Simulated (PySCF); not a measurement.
Gas-phase reaction: InF₃ + 3 Cl → InCl₃ + 3 F

Computed with PySCF (xtb for GFN2) and rigid-rotor harmonic-oscillator thermochemistry at 1 bar. † marks an energy on the PBE0/def2-TZVP geometry and frequencies; other levels use their own. MP2 and CCSD(T) freeze the core. Open shells (unrestricted): Cl (multiplicity 2, electronic degeneracy 6), F (multiplicity 2, electronic degeneracy 6); the rest are closed-shell singlets. GFN2 has no spin-polarisation term. Spin-orbit splitting is ignored; it lowers the true energy and changes the entropy of Cl, F. In: scalar-relativistic def2 core potential, no spin-orbit coupling. MP2 isn't extrapolated to the basis-set limit; its ΔH°(298 K) is 261.0 kJ in def2-SVP and 252.8 kJ in def2-TZVPP. CCSD(T) isn't extrapolated to the basis-set limit; its ΔH°(298 K) is 209.3 kJ in def2-SVP and 219.7 kJ in def2-TZVPP. The harmonic model lacks anharmonicity and excited electronic states, which grow with temperature; levels with a mode under 35 cm⁻¹ are left out. Soft modes under 120 cm⁻¹ make the harmonic entropy rough for InCl₃.

| level | ΔE electronic, kJ | ΔH°(298 K), kJ | ΔS°(298 K), J/K | ΔG°(1400 K), kJ |
|---|---|---|---|---|
| BLYP/def2-TZVP† | 301 | 298 | 8 | 283 |
| CCSD(T)/def2-TZVPP† | 223 | 220 | 8 | 205 |
| GFN2-xTB | 160 | 160 | -6 | 168 |
| M06-2X/def2-TZVP† | 209 | 206 | 8 | 191 |
| MP2/def2-SVP† | 264 | 261 | 8 | 246 |
| MP2/def2-TZVPP† | 256 | 253 | 8 | 238 |
| PBE/def2-SVP | 253 | 250 | 7 | 236 |
| ωB97X-V/def2-TZVP† | 223 | 220 | 8 | 205 |
ΔH° is lowest at GFN2-xTB and highest at BLYP/def2-TZVP†. No reference value is set beside these.
